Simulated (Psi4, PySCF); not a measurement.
C₃H₉Al, charge -1, doublet, at a GFN2-xTB geometry (such geometries of metal compounds can be far from the true shape) (a state made from the parent by changing its charge; the spin is typed, not shown lowest) (in this run its highest filled SCF level lies above zero, so its values depend strongly on the basis, on diffuse functions most of all), atoms displaced at random by about 0.08 Å a coordinate. Base run: B3LYP/STO-3G, gradient (PySCF).

The PySCF input:
```python
from pyscf import gto, scf, dft

mol = gto.M(
    atom='''
Al   -0.283789    0.240580    0.468873
C    -1.337191   -1.557533   -0.430695
H    -0.721800   -1.861070   -1.180335
H    -2.124278   -1.251820   -0.882965
H    -1.313963   -2.302241    0.491925
C     0.151530    1.586008   -1.222941
H     0.454512    0.998279   -1.881305
H     0.559356    2.484258   -0.879885
H    -1.064799    1.868833   -1.556012
C     1.495798   -0.265506    1.008220
H     2.244073    0.498017    1.347850
H     2.249061   -0.693850    0.144332
H     1.674811   -1.011163    1.765815
''',
    basis='sto-3g',
    charge=-1,
    spin=1,
    verbose=3,
)

mf = dft.UKS(mol)
mf.xc = 'b3lyp'
mf.kernel()
g = mf.nuc_grad_method()
grad = g.kernel()
```

Programs used: Psi4, PySCF; a row that names a program was run with it.

The coordinate followed is y of atom 6.

Each row names what was changed in the base input (with any setting that the change needs).

```
change                                                  dE/dx (Eh/bohr)  net force (Eh/bohr)
------------------------------------------------------  ---------------  -------------------
base                                                          -0.058181             0.000037
finite difference step (bohr) = 0.01; conv_tol = 1e-11        -0.058176                    -
density fitting = on; auxbasis_response = off                 -0.057940             0.001020
finite difference step (bohr) = 1e-3; conv_tol = 1e-11        -0.058189                    -
finite difference step (bohr) = 1e-4; conv_tol = 1e-11        -0.058189                    -
finite difference step (bohr) = 0.2; conv_tol = 1e-11         -0.053190                    -
grid_response = on                                            -0.058189             0.000000
grids.level = 1; grid_response = on                           -0.058167             0.000000
finite difference step (bohr) = 0.05; conv_tol = 1e-11        -0.057880                    -
code = psi4                                                   -0.058160             0.000036
conv_tol = 1e-6                                               -0.058183             0.000037
grids.level = 1; grid_response = off                          -0.058242             0.000138
```

The net force is zero for an exact gradient.

Open shells are given as the SCF converged; they aren't shown to be the lowest states, and a large step between rows can be another state.
